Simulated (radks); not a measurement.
Spin polarisation of the 6p1 shell in neutral thallium. Start: [Hg] 6p(up 0.5, down 0.5); electrons of 6p are moved from spin down to spin up, other shells keep equal spins. Method: scalar-relativistic Kohn-Sham, LDA (Slater exchange, Perdew-Wang correlation), spin-polarised, spherical densities, finite nucleus; Fermi nuclear charge, rms radius of each element as measured or else 0.836 A^(1/3) + 0.57 fm; computed with a radial shooting solver on a logarithmic mesh with Libxc functionals.

moment (Bohr magnetons),E - E(0) (eV),e(6p up) (eV),e(6p down) (eV),6s down minus up (eV),5d down minus up (eV)
0,0.000,-2.577,-2.577,0.000,0.000
0.25,-0.008,-2.635,-2.513,0.099,0.022
0.5,-0.030,-2.687,-2.442,0.198,0.043
0.75,-0.069,-2.733,-2.364,0.297,0.065
1,-0.123,-2.773,-2.277,0.398,0.087

At moment 1 the spin-polarisation energy is -0.123 eV and the 6p exchange splitting 0.497 eV, that is 0.497 eV per Bohr magneton; E = -I m^2/4 would give I = 0.491 eV.
